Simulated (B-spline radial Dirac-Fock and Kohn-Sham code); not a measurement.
Auger parameter of antimony: the L3 level and its strongest L3-MM line

Level of theory: Dirac-Fock energy differences between relaxed states, corrected for Breit and QED terms; a radial finite-basis atomic code. The modified Auger parameter α′ is the binding energy plus the kinetic energy of the Auger electron; it does not depend on the energy zero. For free ions it tends to fall with charge, since less charge screens the final holes.

```csv
species,configuration,binding 2p3/2 (eV),Auger line,kinetic (eV),α′ (eV)
Sb,[Kr] 4d10 5s2 5p3,4142.0,M4M5 J=4,3009.4,7151.4
Sb⁺,[Kr] 4d10 5s2 5p2,4151.5,M4M5 J=4,2998.4,7149.9
Sb⁺ (Watson 2.2 Å),[Kr] 4d10 5s2 5p2,4145.1,M4M5 J=4,3004.9,7150.0
Sb²⁺,[Kr] 4d10 5s2 5p1,4162.3,M4M5 J=4,2986.3,7148.6
Sb²⁺ (Watson 3 Å),[Kr] 4d10 5s2 5p1,4152.7,M4M5 J=4,2995.9,7148.6
Sb³⁺,[Kr] 4d10 5s2,4174.1,M4M5 J=4,2973.4,7147.5
Sb³⁺,[Kr] 4d10 5s1 5p1,4175.4,M4M5 J=4,2972.1,7147.5
Sb³⁺ (Watson 1.6 Å),[Kr] 4d10 5s2,4147.5,M4M5 J=4,3000.2,7147.7
Sb⁴⁺,[Kr] 4d10 5s1,4188.2,M4M5 J=4,2958.4,7146.6
Sb⁴⁺ (Watson 2.2 Å),[Kr] 4d10 5s1,4162.0,M4M5 J=4,2984.6,7146.6
Sb⁴⁺ (Watson 2.7 Å),[Kr] 4d10 5s1,4166.8,M4M5 J=4,2979.8,7146.6
Sb⁵⁺,[Kr] 4d10,4203.1,M4M5 J=4,2942.7,7145.8
Sb⁵⁺ (Watson 1.8 Å),[Kr] 4d10,4163.1,M4M5 J=4,2982.7,7145.8
Sb⁵⁺ (Watson 2 Å),[Kr] 4d10,4167.1,M4M5 J=4,2978.7,7145.8
```

Values without a named source are computed, but for edge energies of neutral atoms, which are taken from tables.
